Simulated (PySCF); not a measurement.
Gas-phase reaction: MoO3 + 4 F = MoOF4 + 2 O

Computed with PySCF and rigid-rotor harmonic-oscillator thermochemistry at 1 bar. † marks an energy on the PBE0/def2-TZVP geometry and frequencies. Open shells (unrestricted): F (multiplicity 2), O (multiplicity 3); the rest are closed-shell singlets. Spin-orbit splitting is ignored; it lowers the true energy and changes the entropy of F, O. B3LYP is the form with VWN-RPA correlation. Mo: scalar-relativistic def2 core potential, no spin-orbit coupling. Strong static correlation: MoO3.

PBE/def2-TZVP† gives ΔH°(298 K) = -812 kJ.

**Question.** What do ωB97M-V/def2-TZVP†, M06-2X/def2-TZVP†, B3LYP/def2-TZVP† give?

**Answer.** ωB97M-V/def2-TZVP†: -821 kJ; M06-2X/def2-TZVP†: -795 kJ; B3LYP/def2-TZVP†: -797 kJ. For scale, ΔH°(298 K) is -812 kJ at this level, -821 kJ at ωB97M-V/def2-TZVP†, and runs from -954 to -372 kJ over the 18 levels computed.
